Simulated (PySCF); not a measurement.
Species: C6H6F (doublet state).
Geometry (GFN2-xTB, Å), atoms numbered from 1 in this order:
```
atom  x, y, z in Å
C1     2.161    0.233   -0.274
C2     0.806    0.114   -0.107
C3     0.054   -1.039    0.107
F4     0.534   -2.289    0.191
C5    -1.396   -0.749    0.242
C6    -1.407    0.739    0.078
C7    -0.173    1.205   -0.116
H8     2.798   -0.632   -0.251
H9     2.615    1.193   -0.432
H10   -1.994   -1.256   -0.522
H11   -1.795   -1.063    1.212
H12   -2.316    1.312    0.117
H13    0.109    2.232   -0.263
```

The hyperfine couplings belong to this conformer and change with its torsions.

Identity: `C1=CCC(=C1[CH2])F` [radical].

Computed with UKS B3LYP, pcH-1 on C F H, non-relativistic, mean-field spin-orbit, GIAO (PySCF 2.14.0). One conformer (not necessarily the lowest) at the GFN2-xTB geometry, without solvent, vibrations or thermal averaging. The geometry wasn't refined by DFT: couplings that depend on bond lengths, twists or pyramidal angles can differ widely from those at the functional's own minimum. The SCF solution wasn't tested for stability. ⟨S²⟩ is 0.782 where a pure state has 0.75.

(1) The isotropic 13C couplings are +69.6, +51.4, -48.5, -20.4, +6.8, -6.4 MHz. Assign them to C1; C2; C3; C5; C6; C7.

Answers

(1) 
| site | a_iso (MHz) | ρ(0) (bohr⁻³) | position | distance from C1 (Å) | spin population | largest \|T\| (MHz) |
| --- | --- | --- | --- | --- | --- | --- |
| C1 | +51.4 | +0.0458 | largest spin population | 0.00 | +0.67 | 97.0 |
| C2 | -48.5 | -0.0431 | 1 bond from C1 | 1.37 | -0.23 | 25.6 |
| C3 | +69.6 | +0.0619 | a main spin site | 2.49 | +0.59 | 115.2 |
| C5 | -20.4 | -0.0182 | 1 bond from C3 | 3.73 | -0.04 | 1.4 |
| C6 | -6.4 | -0.0057 | 2 bonds from C3 | 3.62 | -0.06 | 10.6 |
| C7 | +6.8 | +0.0061 | 2 bonds from C3 | 2.53 | +0.05 | 4.9 |

ρ(0) is the spin density at the nucleus and T the dipolar tensor; entries for several nuclei are means. The Mulliken spin populations are largest on C1 (+0.67), C3 (+0.59), C2 (-0.23) and C6 (-0.06). The angles at C1 add up to 360.0°, so it is planar; its axial dipolar tensor and the negative couplings of its protons fit spin in a p orbital normal to that plane. Main spin sites, with 60 % or more of the largest population: C1, C3; positions count bonds from the nearest.

H8 and H9 aren't averaged: C1 is flat or nearly so (angle sum 360°), and its turn about the short C1–C2 bond (1.37 Å) is taken as slow.
